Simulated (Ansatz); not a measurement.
Geometry optimisation, RKS BLYP-D4/def2-SVP in Ansatz 0.2.0.

Input:

```yaml
crystal:
  periodic: [false, false, false]
  atoms:
    - { symbol: Ga, position_ang: [0.020682, -0.202181, 0.181439] }
    - { symbol: "N", position_ang: [0.015468, -0.118725, 2.078738] }
    - { symbol: H, position_ang: [-0.804836, -0.392957, 2.627914] }
    - { symbol: H, position_ang: [0.87338, -0.234074, 2.627109] }
    - { symbol: H, position_ang: [1.427539, -0.051489, -0.505594] }
    - { symbol: H, position_ang: [-1.388434, -0.334431, -0.504302] }
    - { symbol: H, position_ang: [-0.31665, 2.493994, 0.74336] }
    - { symbol: H, position_ang: [-0.244448, 1.978364, 1.246637] }
basis:
  gaussian: { orbitals: def2-SVP }
hamiltonian:
  xc: blyp
  dispersion: d4
relax:
  f_tol: 0.03
  max_steps: 50
```

Launched with:

```bash
$ ansatz run input.yaml --threads 1 --pin off --max-ram 2048MiB --backend cpu --events-out ev --progress --plain --runs-dir out
```

Question: Where does it end, and by what steps?

Answer: The forces met the threshold. The force dipped under the threshold on the way, but the program's further checks kept it going. After 17 steps the energy has fallen by 0.229 eV; H7 moved furthest, 1.34 Å.

| step | energy less start (eV) | largest force component (eV/Å) | accepted |
| --- | --- | --- | --- |
| 0 | 0.0000 | 1.493 | yes |
| 1 | -0.1403 | 0.518 | yes |
| 2 | -0.1817 | 0.177 | yes |
| 3 | -0.1801 | 0.292 | no |
| 4 | -0.1907 | 0.082 | yes |
| 5 | -0.1951 | 0.059 | yes |
| 6 | -0.1986 | 0.124 | yes |
| 7 | -0.2017 | 0.467 | yes |
| 8 | -0.2077 | 0.275 | yes |
| 9 | -0.2133 | 0.175 | yes |
| 10 | -0.2055 | 0.348 | no |
| 11 | -0.2214 | 0.039 | yes |
| 12 | -0.2242 | 0.009 | yes |
| 13 | -0.2269 | 0.160 | yes |
| 14 | -0.2277 | 0.135 | yes |
| 15 | -0.2286 | 0.090 | yes |
| 16 | -0.2290 | 0.031 | yes |
| 17 | -0.2291 | 0.015 | yes |

```xyz
8
Properties=species:S:1:pos:R:3
Ga 0.090 -0.818 0.031
N -0.001 -0.039 1.696
H -0.861 0.051 2.244
H 0.814 0.245 2.245
H 1.529 -0.936 -0.594
H -1.282 -1.258 -0.598
H -0.398 3.323 1.795
H -0.307 2.569 1.676
```

The run took 34 s on 1 thread of Arm Neoverse V1 (shared host), peak memory 0.13 GiB.
